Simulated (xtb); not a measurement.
Cl₃Nd (SMILES [Cl][Nd]([Cl])[Cl]), quartet, geometry from GFN2-xTB (such geometries of metal compounds can be far from the true shape) (GFN-xTB holds the 4f electrons in the core, so unpaired electrons go into valence orbitals and the state isn't the physical one), atoms displaced at random by about 0.05 Å a coordinate. Base run: GFN2-xTB (xtb 6.7.1).

Here is a job for xtb.
```
$ xtb mol.xyz --gfn 2 --uhf 3 --opt --json

# file mol.xyz
4

Nd    -0.48467609     0.26816961    -0.20014897
Cl    -1.38129005    -2.03561155     0.34490424
Cl     1.14186903     2.25107719    -0.40521715
Cl     1.45868338    -0.93870444     0.81927456
```

Each row names what was changed in the base input (with any setting that the change needs).

```csv
change,ΔE vs base (kJ/mol),optimiser steps
base,0.00,9
opt level = vtight,0.00,10
opt level = lax,0.04,5
alpb = acetone,-9.42,9
opt level = loose,0.07,4
engine = inertial,0.09,-
opt level = crude,0.07,4
alpb = hexane,-10.02,9
opt level = sloppy,0.07,4
engine = lbfgs,0.00,-
```
